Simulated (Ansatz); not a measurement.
One change: `C/C=C/S` becomes `[SiH3]O/C=C\S`.

Ansatz, PBE0-D4/def2-TZVP geometries, multiplicity 1. Each molecule was computed in one conformer, which needn't be the lowest.

```csv
property,`C/C=C/S`
HOMO–LUMO gap (PBE/def2-TZVPP) / eV,4.45
HOMO energy (PBE/def2-TZVPP) / eV,-5.14
HOMO energy (PBE0/def2-TZVPP) / eV,-6.21
LUMO energy (B3LYP/def2-TZVPP) / eV,0.06
size of the dipole moment (ωB97M-V/def2-TZVPP) / D,1.29
HOMO–LUMO gap (PBE0/def2-TZVPP) / eV,6.50
```

**Question.** What does the change do to each property? (Best estimate.)

**Answer.** The calculation gave: 
```tsv
property	`[SiH3]O/C=C\S`	shift
HOMO–LUMO gap (PBE/def2-TZVPP) / eV	4.02	-0.43
HOMO energy (PBE/def2-TZVPP) / eV	-4.96	0.18
HOMO energy (PBE0/def2-TZVPP) / eV	-6.04	0.17
LUMO energy (B3LYP/def2-TZVPP) / eV	-0.27	-0.33
size of the dipole moment (ωB97M-V/def2-TZVPP) / D	1.85	0.56
HOMO–LUMO gap (PBE0/def2-TZVPP) / eV	5.97	-0.53
```

With PBE0 the HOMO rises by 0.17 eV and the LUMO falls by 0.34 eV, so the gap narrows by about 0.51 eV. PBE moves the HOMO by 0.18 eV and ωB97M-V by 0.17 eV. Dipoles are sizes alone; their direction can turn.

B3LYP here is the variant with VWN-RPA as its local correlation; programs differ in this.
